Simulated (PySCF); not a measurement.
SSi, SMILES [Si]=S (connectivity only; charge and spin as stated), charge -1, multiplicity 2. The structure is a stationary point at PBE-D3(BJ)/def2-TZVPD. The spin state was assumed, not searched.

Level of theory: PBE-D3(BJ)/def2-TZVPD run with PySCF.

Harmonic wavenumbers (cm⁻¹): 588. Rotational constants (GHz): 8.025 (linear); symmetry number 1.

Task: Work out the zero-point energy and the ideal-gas rigid-rotor harmonic-oscillator thermochemistry at 298.15 K and 1 atm.

Result: ZPE = ½ Σ hcν = ½ × 588 cm⁻¹ = 0.84 kcal/mol. H − E(el) = 3.02 kcal/mol. Entropy in cal/(mol K): translation 38.20, rotation 15.21, vibration 0.47, spin 1.38, total 55.26. G − E(el) = -13.46 kcal/mol. Cp = 8.01 cal/(mol K).
